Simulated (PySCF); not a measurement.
Species: C7H7O (doublet state).
Cartesian coordinates in Å at the GFN2-xTB level; atoms count from 1:
```xyz
15
C7H7O angstrom
C     -0.0984    2.1801    0.5036
C     -0.2141    1.0122    0.2074
C     -0.3724   -0.3230   -0.1340
C      0.7139   -1.2264   -0.1677
C      1.9731   -0.9167    0.1056
C      3.2041   -0.6315    0.3646
O     -1.5978   -0.8450   -0.4583
C     -2.6852    0.0405   -0.4336
H      0.0313    3.1869    0.7651
H      0.4669   -2.2448   -0.4417
H      3.6165   -0.7051    1.3617
H      3.8936   -0.3024   -0.4010
H     -3.5594   -0.5439   -0.7160
H     -2.8310    0.4643    0.5660
H     -2.5456    0.8627   -1.1438
```

The hyperfine couplings belong to this conformer and change with its torsions.

Identity: `C(/OC)(C#C)=C\[C]=C` [radical].

Computed with PySCF, UKS B3LYP, pcH-1 on C H O, non-relativistic, mean-field spin-orbit, GIAO. One conformer (not necessarily the lowest) at the GFN2-xTB geometry, without solvent, vibrations or thermal averaging. A GFN2-xTB geometry isn't a minimum of the functional, and hyperfine couplings can be far from their values at a DFT geometry. Stability of the SCF solution: not tested. ⟨S²⟩ is 0.774 where a pure state has 0.75.

Task: Match the computed a_iso(13C) values +53.7, -48.3, -41.4, +34.2, +29.9, -27.4, -4.3 MHz with the sites C1; C2; C3; C4; C5; C6; C8.

Result: 
```json
{"site": "C1", "a_iso (MHz)": "+29.9", "ρ(0) (bohr⁻³)": "+0.0266", "position": "a main spin site", "distance from C3 (Å)": "2.60", "spin population": "+0.37", "largest |T| (MHz)": "51.7"}
{"site": "C2", "a_iso (MHz)": "-48.3", "ρ(0) (bohr⁻³)": "-0.0430", "position": "1 bond from C1", "distance from C3 (Å)": "1.39", "spin population": "-0.17", "largest |T| (MHz)": "15.2"}
{"site": "C3", "a_iso (MHz)": "+53.7", "ρ(0) (bohr⁻³)": "+0.0477", "position": "largest spin population", "distance from C3 (Å)": "0.00", "spin population": "+0.52", "largest |T| (MHz)": "94.8"}
{"site": "C4", "a_iso (MHz)": "-41.4", "ρ(0) (bohr⁻³)": "-0.0368", "position": "1 bond from C5", "distance from C3 (Å)": "1.41", "spin population": "-0.20", "largest |T| (MHz)": "22.2"}
{"site": "C5", "a_iso (MHz)": "+34.2", "ρ(0) (bohr⁻³)": "+0.0304", "position": "a main spin site", "distance from C3 (Å)": "2.43", "spin population": "+0.40", "largest |T| (MHz)": "62.4"}
{"site": "C6", "a_iso (MHz)": "-27.4", "ρ(0) (bohr⁻³)": "-0.0244", "position": "1 bond from C5", "distance from C3 (Å)": "3.62", "spin population": "-0.08", "largest |T| (MHz)": "6.8"}
{"site": "C8", "a_iso (MHz)": "-4.3", "ρ(0) (bohr⁻³)": "-0.0038", "position": "2 bonds from C3", "distance from C3 (Å)": "2.36", "spin population": "-0.01", "largest |T| (MHz)": "1.6"}
```

Task: Match the computed a_iso(1H) values +74.0, -28.5, +12.2, +7.5 MHz (means over equivalent nuclei) with the sites H9; H10; H11/H12; H13/H14/H15.

Result: 
```tsv
site	a_iso (MHz)	ρ(0) (bohr⁻³)	position	distance from C3 (Å)	bound to	spin population there	largest |T| (MHz)
H9	-28.5	-0.0064	1 bond from C1	3.65	C1	+0.37	14.2
H10	+12.2	+0.0027	2 bonds from C5, on C4 of spin population -0.20	2.12	C4	-0.20	5.8
H11/H12	+74.0	+0.0165	2 bonds from C5	4.28	C6	-0.08	3.8
H13/H14/H15	+7.5	+0.0017	3 bonds from C3	2.87	C8	-0.01	3.9
```

ρ(0) is the spin density at the nucleus and T the dipolar tensor; entries for several nuclei are means. Largest spin populations (Mulliken): C3 (+0.52), C5 (+0.40), C1 (+0.37) and C4 (-0.20). Three atoms exceed +0.15. The positive populations add up to 1.47 and the negative ones to -0.47, together 2S = 1. The angles at C3 add up to 360.0°, so it is planar. Main spin sites, with 60 % or more of the largest population: C1, C3, C5; positions count bonds from the nearest.

The spin density at the nucleus, in bohr⁻³, is negative for C2 (-0.0430), C4 (-0.0368) and C6 (-0.0244), for instance. A restricted open-shell determinant has no negative spin density anywhere; here it arises because α and β orbitals differ (spin polarisation).

Class means assume fast exchange of nuclei equivalent by connectivity; if that motion is slow, each nucleus keeps its own coupling. The three 1H nuclei of mean +7.5 MHz run from -1.4 to 11.9 MHz in the frozen geometry.

C5, the radical centre as drawn in `C#C/C(=C\[C]=C)OC`, holds a spin population of +0.40 out of 1.
